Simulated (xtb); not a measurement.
H$_{3}$Sb, charge -1, doublet, at the geometry of the source list (a state made from the parent by changing its charge; the spin is typed, not shown lowest); GFN2-xTB with GBSA(methanol) (xtb).

Here is a job for xtb.
```
$ xtb mol.xyz --gfn 2 --chrg -1 --uhf 1 --gbsa methanol --json

# file mol.xyz
4

Sb     0.00190000    -0.00510000     0.74390000
H     -0.87650000    -1.04080000    -0.25290000
H     -0.46500000     1.28180000    -0.23730000
H      1.33960000    -0.23590000    -0.25370000
```

Task: Write the output that xtb gives for this input, abridged.

Result: 
```
   ID    Z sym.   atoms
    1   51 Sb     1
    2    1 H      2-4

           -------------------------------------------------
          |                Calculation Setup                |
           -------------------------------------------------

           -------------------------------------------------
          |                 G F N 2 - x T B                 |
           -------------------------------------------------

      * Solvation model:               GBSA
        Solvent                        methanol
        Parameter file                 internal GFN2-xTB/GBSA
        Dielectric constant                3.2700E+01
        Reference state                gsolv [1 M gas/solution]
        Free energy shift                  3.3569E-03 Eh       2.1065E+00 kcal/mol
        Temperature                        2.9815E+02 K
        Density                            7.9200E-01 kg/L
        Solvent mass                       3.2040E+01 g/mol
        Interaction kernel             Still
        Born radius scaling (c1)           1.6087E+00
        Born radii integrator          GBOBC
        Born offset                        5.6550E-04 a0       1.0686E-03 AA
        H-bond correction              true
        Ion screening                  false
        Surface tension                    1.0000E-05 Eh       1.5569E+01 dyn/cm
        Grid points                               230 per atom

          ...................................................
          :                      SETUP                      :
          :.................................................:
          :  # basis functions                  13          :
          :  # atomic orbitals                  12          :
          :  # shells                            6          :
          :  # electrons                         9          :
          :  max. iterations                   250          :
          :  Hamiltonian                  GFN2-xTB          :
          :  restarted?                      false          :
          :  GBSA solvation                   true          :
          :  PC potential                    false          :
          :  electronic temp.          300.0000000     K    :
          :  accuracy                    1.0000000          :
          :  -> integral cutoff          0.2500000E+02      :
          :  -> integral neglect         0.1000000E-07      :
          :  -> SCF convergence          0.1000000E-05 Eh   :
          :  -> wf. convergence          0.1000000E-03 e    :
          :  Broyden damping             0.4000000          :
          :  net charge                         -1          :
          :  unpaired electrons                  1          :
          ...................................................

 iter      E             dE          RMSdq      gap      omega  full diag
   1     -3.6982100 -0.369821E+01  0.155E+01    0.00       0.0  T
   2     -3.9080665 -0.209857E+00  0.405E+00    0.00       1.0  T
   3     -3.9097932 -0.172672E-02  0.226E+00    0.01       1.0  T
   4     -3.9100335 -0.240290E-03  0.797E-01    0.01       1.0  T
   5     -3.9100446 -0.110218E-04  0.921E-01    0.01       1.0  T
   6     -3.9100117  0.328589E-04  0.430E-01    0.00       1.0  T
   7     -3.9100293 -0.176088E-04  0.443E-02    0.00       1.1  T
   8     -3.9100293 -0.734580E-08  0.164E-02    0.00       3.0  T
   9     -3.9100293 -0.324053E-07  0.351E-03    0.00      14.3  T
  10     -3.9100293 -0.159339E-09  0.200E-03    0.00      25.0  T
  11     -3.9100293  0.129048E-10  0.264E-03    0.00      19.0  T
  12     -3.9100293  0.130865E-09  0.847E-04    0.00      59.0  T
  13     -3.9100293 -0.519491E-10  0.422E-04    0.00     118.6  T

   *** convergence criteria satisfied after 13 iterations ***

         :::::::::::::::::::::::::::::::::::::::::::::::::::::
         ::                     SUMMARY                     ::
         :::::::::::::::::::::::::::::::::::::::::::::::::::::
         :: total energy              -3.899619381144 Eh    ::
         :: total w/o Gsasa/hb        -3.889655237889 Eh    ::
         :: gradient norm              0.128342977079 Eh/a0 ::
         :: HOMO-LUMO gap              0.003773434287 eV    ::
         ::.................................................::
         :: SCC energy                -3.910029330339 Eh    ::
         :: -> isotropic ES            0.125772596207 Eh    ::
         :: -> anisotropic ES         -0.007086156381 Eh    ::
         :: -> anisotropic XC         -0.000302547794 Eh    ::
         :: -> dispersion             -0.004283296050 Eh    ::
         :: -> Gsolv                  -0.120995002649 Eh    ::
         ::    -> Gelec               -0.111030859395 Eh    ::
         ::    -> Gsasa               -0.004575722352 Eh    ::
         ::    -> Ghb                 -0.008745350425 Eh    ::
         ::    -> Gshift               0.003356929523 Eh    ::
         :: repulsion energy           0.010409949195 Eh    ::
         :: add. restraining           0.000000000000 Eh    ::
         :: total charge              -1.000000000000 e     ::
         :::::::::::::::::::::::::::::::::::::::::::::::::::::

           -------------------------------------------------
          |                Property Printout                |
           -------------------------------------------------

    * Orbital Energies and Occupations

         #    Occupation            Energy/Eh            Energy/eV
      -------------------------------------------------------------
         1        2.0000           -0.6492991             -17.6683
         2        2.0000           -0.4127295             -11.2309
         3        2.0000           -0.4126496             -11.2288
         4        2.0000           -0.3524851              -9.5916
         5        0.5182           -0.1663970              -4.5279 (HOMO)
         6        0.4818           -0.1662583              -4.5241 (LUMO)
         7                          0.0245870               0.6690
         8                          0.0307113               0.8357
         9                          0.0308709               0.8400
        10                          0.1534010               4.1743
        11                          0.5986063              16.2889
        12                          0.5986246              16.2894
      -------------------------------------------------------------
                  HL-Gap            0.0001387 Eh            0.0038 eV
             Fermi-level           -0.2128844 Eh           -5.7929 eV

     #   Z          covCN         q      C6AA      α(0)
     1  51 Sb       2.829     0.023   381.490    37.188
     2   1 H        0.943    -0.341    31.158     8.726
     3   1 H        0.943    -0.340    30.908     8.691
     4   1 H        0.943    -0.342    31.316     8.749

 Mol. C6AA /au·bohr⁶  :       1305.955867
 Mol. C8AA /au·bohr⁸  :      67532.032945
 Mol. α(0) /au        :         63.353964

Wiberg/Mayer (AO) data.
largest (>0.10) Wiberg bond orders for each atom

 ---------------------------------------------------------------------------
     #   Z sym  total        # sym  WBO       # sym  WBO       # sym  WBO
 ---------------------------------------------------------------------------
     1  51 Sb   2.382 --     4 H    0.794     3 H    0.794     2 H    0.794
     2   1 H    0.840 --     1 Sb   0.794
     3   1 H    0.840 --     1 Sb   0.794
     4   1 H    0.840 --     1 Sb   0.794
 ---------------------------------------------------------------------------

Topologies differ in total number of bonds
Writing topology from bond orders to xtbtopo.mol

molecular dipole:
                 x           y           z       tot (Debye)
 q only:       -0.001      -0.001       0.512
   full:       -0.010       0.012      -0.559       1.422
molecular quadrupole (traceless):
                xx          xy          yy          xz          yz          zz
 q only:       -1.608      -0.003      -1.600       0.016      -0.037       3.208
  q+dip:       -0.098      -0.003      -0.084      -0.023       0.019       0.182
   full:        0.508       0.016       0.346      -0.056       0.055      -0.855

           -------------------------------------------------
          | TOTAL ENERGY               -3.899619381144 Eh   |
          | GRADIENT NORM               0.128342977079 Eh/α |
          | HOMO-LUMO GAP               0.003773434287 eV   |
           -------------------------------------------------

normal termination of xtb
```
